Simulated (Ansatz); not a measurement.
`[Cl][SnH2][Si](Cl)(Cl)Cl` → `[Cl][SnH2][Cl]` + `Cl[Si]Cl`  (silylene loss)

Gas-phase electronic energies from Ansatz, PBE0-D4/def2-TZVP geometries. CCSD(T)/CBS is the MP2 limit (def2-TZVPP, def2-QZVPP) plus CCSD(T) − MP2 in def2-TZVPP, frozen cores. This one scheme is used for every species. DFT in def2-TZVPP. Elements past krypton have def2 core potentials. For Sn outer-core shells are correlated without core-valence functions, which leaves a few kJ/mol of doubt a bond. Each species was taken in one conformer, which may not be the lowest.

`[Cl][SnH2][Si](Cl)(Cl)Cl`:

Cartesian coordinates in Å:
```
Cl 1.207 0.680 -2.500
Sn 1.181 -0.387 -0.426
Si -1.087 0.255 0.587
Cl -1.229 2.275 0.796
Cl -1.284 -0.609 2.430
Cl -2.608 -0.394 -0.602
H 2.500 0.232 0.453
H 1.321 -2.054 -0.738
```

`[Cl][SnH2][Cl]`:

Cartesian coordinates in Å:
```
Cl -0.605 -2.097 0.258
Sn -0.099 0.157 0.094
Cl 1.723 0.321 -1.326
H 0.390 0.691 1.627
H -1.409 0.929 -0.654
```

`Cl[Si]Cl`:

Z-matrix (Å, degrees):
```
Si
Cl 1 2.077
Cl 1 2.077 2 101.3
```

CCSD(T)/CBS gives +1.81 eV.

(1) Another level gave +1.95 eV. Which?
A. PBE0/def2-TZVPP
B. HF/def2-TZVPP
C. ωB97M-V/def2-TZVPP
D. MP2/def2-TZVPP

Largest T1 diagnostic among the species: 0.013.

## Answers

(1) D. MP2/def2-TZVPP 1.95, PBE0 1.78, ωB97M-V 1.69, HF/def2-TZVPP 1.47 eV.

At CCSD(T), def2-SVP lies −0.22 eV from the extrapolated value and def2-TZVPP −0.07 eV. From r2SCAN to r2SCAN0 (25 % exact exchange), in def2-TZVPP and without D4, ΔE moves by +0.05 eV.
